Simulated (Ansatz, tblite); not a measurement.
Cost and result up the ladder for the cluster Cu₄⁻ (4 atoms). Total charge -1; doublet. Geometry: r2SCAN-D4/def2-SVPD.

| atom | x (Å) | y (Å) | z (Å) |
| --- | --- | --- | --- |
| Cu1 | -0.225 | -1.909 | -0.496 |
| Cu2 | 0.225 | 1.909 | 0.496 |
| Cu3 | -0.238 | 0.316 | -1.107 |
| Cu4 | 0.239 | -0.316 | 1.108 |

Ansatz on 4 threads of Arm Neoverse V1 on a shared host; xTB runs through tblite on one thread. Times are rough, summed over both states, and most runs start from the orbitals of an earlier one. PBE0-D4/def2-TZVPD serves as the yardstick here, not as an exact answer. The other state is a singlet.

The xTB rows come from tblite. The structure comes from a short search, and lower isomers may exist.

Raw xTB energies of ions are shifted by several eV, and xTB has no spin-polarisation term.

| level | functions | wall time | vertical IE (eV) | difference from PBE0-D4/def2-TZVPD (eV) | remarks |
| --- | --- | --- | --- | --- | --- |
| GFN1-xTB | 36 | 0.007 s | 7.74 | 6.40 | – |
| GFN2-xTB | 36 | 0.009 s | 4.01 | 2.66 | – |
| PBE-D4/def2-TZVPD | 192 | 8.6 s | 1.57 | 0.23 | HOMO above zero (-1 doublet) |
| PBE0-D4/def2-TZVPD | 192 | 18 s | 1.34 | 0.00 | HOMO above zero (-1 doublet) |
| r2SCAN-D4/def2-TZVPD (with forces) | 192 | 25 s | 1.58 | 0.23 | HOMO above zero (-1 doublet) |
